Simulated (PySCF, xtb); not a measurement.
C₅H₁₂AlFO, SMILES CC(C)(C)[O][Al]([F])[CH3]. Other conformers were not sampled.

Harmonic wavenumbers (cm⁻¹) from GFN2-xTB (xtb) at its own minimum, in rising order: 5, 51, 58, 80, 121, 163, 164, 217, 228, 229, 325, 334, 337, 470, 481, 529, 626, 630, 691, 778, 850, 945, 946, 960, 1030, 1030, 1121, 1241, 1241, 1242, 1277, 1390, 1391, 1411, 1440, 1452, 1467, 1482, 1483, 1486, 1487, 1505, 2984, 2994, 2998, 3028, 3033, 3035, 3038, 3039, 3040, 3040, 3042, 3047.

Task: What does PySCF 2.14.0 with B3LYP-D3(BJ)/def2-SVP give at its own minimum? (Estimate from the structure and the level; the computed values follow.)

Result: 34, 37, 67, 71, 162, 228, 230, 232, 286, 297, 329, 349, 391, 479, 482, 583, 670, 681, 727, 819, 876, 913, 922, 954, 1039, 1045, 1085, 1222, 1230, 1259, 1267, 1382, 1383, 1406, 1428, 1431, 1445, 1459, 1459, 1472, 1474, 1491, 3025, 3027, 3028, 3036, 3109, 3112, 3114, 3116, 3118, 3125, 3125, 3131. Paired by order, the mean absolute difference is 33 cm⁻¹ and the zero-point energies are 101.1 and 102.7 kcal/mol.
